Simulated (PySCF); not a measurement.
C₆H₇NO.
SMILES with atom numbers: `[CH3:1][O:2][c:3]1[cH:4][cH:5][cH:6][cH:7][n:8]1` (hydrogens: H9, H10, H11 on C1; H12 on C4; H13 on C5; H14 on C6; H15 on C7)

The same species was optimised twice, with GFN2-xTB and with PBE0-D3(BJ)/def2-SVP (PySCF), and the same property calculations (PySCF, gas phase) were run on both structures.

```csv
coordinate,GFN2-xTB,PBE0-D3(BJ)/def2-SVP,change
C7–N8 (Å),1.326,1.335,+0.009
C5–C6 (Å),1.392,1.401,+0.009
C6–C7 (Å),1.380,1.388,+0.008
O2–C3 (Å),1.344,1.337,-0.007
C4–C5 (Å),1.377,1.383,+0.006
C3–C4 (Å),1.402,1.407,+0.005
C1–O2 (Å),1.415,1.410,-0.005
C3–N8 (Å),1.323,1.321,-0.002
C1–O2–C3 (°),116.2,117.5,+1.3
O2–C3–C4 (°),117.9,117.1,-0.8
C4–C3–N8 (°),123.0,123.4,+0.4
O2–C3–N8 (°),119.1,119.5,+0.4
C5–C6–C7 (°),118.0,117.7,-0.3
C3–C4–C5 (°),118.0,117.7,-0.3
C4–C5–C6 (°),119.2,119.4,+0.2
C6–C7–N8 (°),123.6,123.5,-0.1
C1–O2–C3–C4 (°),180,180,0
```

Rotational constants: A = 5235, B = 1676, C = 1280 MHz (GFN2-xTB) against A = 5210, B = 1662, C = 1270 MHz (PBE0-D3(BJ)/def2-SVP). Point groups within 0.08 Å: Cs and Cs.

On the GFN2-xTB structure: HOMO (eV) -6.78 [PBE0/pcSseg-1]; LUMO (eV) -0.64 [PBE0/pcSseg-1]; dipole (D) 0.65 [PBE0/pcSseg-1]; GIAO shielding of C1 (ppm) 131.2 [PBE0/pcSseg-1]; GIAO shielding of O2 (ppm) 206.8 [PBE0/pcSseg-1]; GIAO shielding of C3 (ppm) 15.3 [PBE0/pcSseg-1]; GIAO shielding of C4 (ppm) 71.4 [PBE0/pcSseg-1]; GIAO shielding of C5 (ppm) 42.9 [PBE0/pcSseg-1]; GIAO shielding of C6 (ppm) 66.8 [PBE0/pcSseg-1]; GIAO shielding of C7 (ppm) 33.0 [PBE0/pcSseg-1]; GIAO shielding of N8 (ppm) -37.2 [PBE0/pcSseg-1].

Question: What do these properties become on the PBE0-D3(BJ)/def2-SVP structure?

Answer: 
```csv
property,level,on GFN2-xTB,on PBE0-D3(BJ)/def2-SVP,change
HOMO (eV),PBE0/pcSseg-1,-6.78,-6.76,+0.02
LUMO (eV),PBE0/pcSseg-1,-0.64,-0.67,-0.03
dipole (D),PBE0/pcSseg-1,0.65,0.60,-0.05
"energy, GFN2-xTB geometry as zero (kcal/mol)",PBE0/pcSseg-1,0.0,-0.1,-0.1
GIAO shielding of C1 (ppm),PBE0/pcSseg-1,131.2,130.9,-0.3
GIAO shielding of O2 (ppm),PBE0/pcSseg-1,206.8,207.8,+1.0
GIAO shielding of C3 (ppm),PBE0/pcSseg-1,15.3,16.0,+0.7
GIAO shielding of C4 (ppm),PBE0/pcSseg-1,71.4,69.4,-2.0
GIAO shielding of C5 (ppm),PBE0/pcSseg-1,42.9,40.8,-2.1
GIAO shielding of C6 (ppm),PBE0/pcSseg-1,66.8,64.0,-2.8
GIAO shielding of C7 (ppm),PBE0/pcSseg-1,33.0,30.8,-2.2
GIAO shielding of N8 (ppm),PBE0/pcSseg-1,-37.2,-36.1,+1.1
```

The heavy atoms differ by 0.014 Å rms after alignment. Among bonds between heavy atoms C5–C6, C6–C7 and C7–N8 change most and about equally (+0.008 to +0.009 Å). Changes are differences of the printed values. Neither structure is proved a minimum here.

The values belong to the conformer `[CH3:1][O:2][c:3]1[cH:4][cH:5][cH:6][cH:7][n:8]1`: C1–O2–C3–C4 180°.
